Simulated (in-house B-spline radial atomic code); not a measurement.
Configurations of Ca4+, with energies counted from [Ne] 3s2 3p4. Level of theory: Dirac-Hartree-Fock, average of configuration, Fermi nucleus of rms radius 3.4776 fm; calculated with a radial B-spline atomic code at the basis-set limit. Energies include first-order Breit, QED and recoil terms.

Occupations are held fixed; configurations that lie above the ionisation limit could autoionise.

| configuration | E - E(ref) (eV) | highest orbital | its <r> (bohr) |
| --- | --- | --- | --- |
| [Ne] 3s1 3p5 | 24.033 | 3p3/2 | 1.17 |
| [Ne] 3s2 3p3 3d1 | 30.659 | 3d5/2 | 1.3 |
| [Ne] 3s2 3p3 6s1 | 71.245 | 6s1/2 | 7.287 |
| [Ne] 3s2 3p3 6g1 | 75.862 | 6g9/2 | 8.784 |
| [Ne] 3s2 3p3 7g1 | 78.371 | 7g9/2 | 12.68 |
| [Ne] 3s1 3p4 4d1 | 81.971 | 4d5/2 | 3.309 |

Order these further configurations by energy, lowest first.
A. [Ne] 3s2 3p3 5d1
B. [Ne] 3s1 3p4 7d1
C. [Ne] 3s1 3p4 5d1
D. [Ne] 3s1 3p4 6f1
E. [Ne] 3s1 3p4 4f1

A (69.318 eV), E (86.644 eV), C (92.292 eV), D (98.688 eV), B (100.55 eV).

How far above the reference does [Ne] 3s1 3p4 7f1 lie?

101.26 eV; its least bound orbital is 7f7/2 with <r> = 13.19 bohr.

How far above the reference does [Ne] 3s2 3p3 5g1 lie?

71.705 eV; its least bound orbital is 5g9/2 with <r> = 5.49 bohr.
